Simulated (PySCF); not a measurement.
Magnesium: highly charged ions in a basis for the neutral atom

Mg⁸⁺ [He] 2s2, Mg⁹⁺ [He] 2s1. Computed with PySCF 2.14 in pcseg-2, with no relativity, point nucleus. No spin-orbit coupling, so a gap to NIST mixes the basis error with missing relativistic terms.

Changed run: basis of the neutral atom used for a highly charged ion. This setting is unsound on purpose.

```tsv
species	method	sound run (hartree)	changed run (hartree)	converged
Mg⁸⁺	UHF	not run	-161.84674	yes
Mg⁸⁺	PBE0	not run	-161.88171	yes
Mg⁸⁺	B3LYP	not run	-161.92942	yes
Mg⁹⁺	UHF	not run	-150.00141	yes
Mg⁹⁺	PBE0	not run	-149.97127	yes
Mg⁹⁺	B3LYP	not run	-150.01484	yes
```

Ionisation energy of Mg⁸⁺:

| method | changed run (eV) | NIST (eV) |
| --- | --- | --- |
| UHF | 322.33 | 327.99 |
| PBE0 | 324.10 | 327.99 |
| B3LYP | 324.21 | 327.99 |

The contracted functions were made for the neutral atom and can be too rigid for a highly charged ion.
